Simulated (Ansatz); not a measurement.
Basis-set extrapolation for C₂F₄O, SMILES `O=C(F)C(F)(F)F` (PBE0-D4/def2-TZVP geometry, frozen core, Ansatz). Multiplicity 1, RHF reference.

```
                      def2-TZVPP   def2-QZVPP
                 HF  -548.598078  -548.621656
    MP2 correlation    -1.517268    -1.652333
CCSD(T) correlation    -1.571263      not run
```

Energies in hartree. Use E(X) = E(∞) + A·exp(−7.88·√X) for Hartree–Fock and E(X) = E(∞) + B·X^(−2.97) for correlation, with X = 3 and 4, and add CCSD(T) minus MP2 of the smaller set to the MP2 limit.

Problem. What is the CCSD(T) energy at the basis-set limit?

Solution. HF limit: -548.621656 + (-0.023578) × 0.13774 = -548.62490. MP2 limit: -1.652333 + (-0.135065) × 0.74074 = -1.75238. Higher-order term: -1.571263 − (-1.517268) = -0.05400. Total: -550.43128 hartree, 164.4 kcal/mol below CCSD(T)/def2-TZVPP.
